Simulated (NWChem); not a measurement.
## Which level was it?

The species is CH5FOSn (9 atoms), meant as a singlet with charge 0. SMILES: `[CH3][SnH]([OH])[F]`. The shape is that of a PBE0-D4/def2-TZVP optimisation. This is one conformer, not always the lowest.

```
atom    x (Å)    y (Å)    z (Å)
   C  -0.3480   1.3209  -0.1726
  Sn  -0.2712  -0.7574   0.2376
   O   1.5274  -1.3464   0.7250
   F  -0.6132  -1.5960  -1.4646
   H  -1.3617   1.6034  -0.4558
   H  -0.0436   1.8854   0.7085
   H   0.3298   1.5391  -0.9976
   H  -1.3087  -1.4770   1.3718
   H   2.1777  -1.2184   0.0306
```

Orbital energies are those of the mean-field step.

A calculation with NWChem 7.3.0 gave:

```yaml
total_energy: -428.2854 Eh
dipole_moment: 3.23 D
HOMO_energy: -11.83 eV
LUMO_energy: 3.35 eV
HOMO–LUMO_gap: 15.18 eV
largest_force: 1.020 eV/Å
```

Q: Which of these levels gave the numbers?
A. MP2/def2-SVP (core potential)
B. CCSD(T)/def2-SVP (core potential)
C. HF/STO-3G
D. HF/def2-SVP (core potential)

A: D. The others give -428.9235 Eh (MP2/def2-SVP (core potential)), -6175.5151 Eh (HF/STO-3G), -428.9696 Eh (CCSD(T)/def2-SVP (core potential)).
